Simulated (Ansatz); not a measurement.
BeBrH (SMILES [BeH][Br]) moved off its minimum; all values from Ansatz (a quantum-chemistry and plane-wave program), cores frozen in correlated methods.
(charge 0, multiplicity 1)
```xyz
3

Be     0.0171     0.0414    -1.7274
H     -0.0597     0.0156    -2.9869
Br     0.0409    -0.0648     0.3652
```

```csv
level,largest force (eV/Å),on atom,rms difference from CCSD(T)/aug-cc-pVTZ (eV/Å),dipole (D)
HF/def2-TZVPP,2.68,Be1,0.053,1.33
PBE/def2-TZVPP,2.83,Be1,0.073,0.77
r2SCAN/def2-TZVPP,2.82,Be1,0.031,0.94
B3LYP/def2-TZVPP,2.66,Be1,0.042,0.94
wB97M-V/def2-TZVPP,2.68,Be1,0.043,1.05
MP2/aug-cc-pVTZ,2.75,Be1,0.019,1.06
CCSD(T)/aug-cc-pVTZ,2.76,Be1,0.000,1.02
```

The differences count from one level among others, with limits of its own. Forces at CCSD(T)/aug-cc-pVTZ (eV/Å):

```csv
atom,Fx,Fy,Fz
Be1,0.009,-0.171,2.755
H2,-0.020,0.047,-1.127
Br3,0.011,0.125,-1.628
```
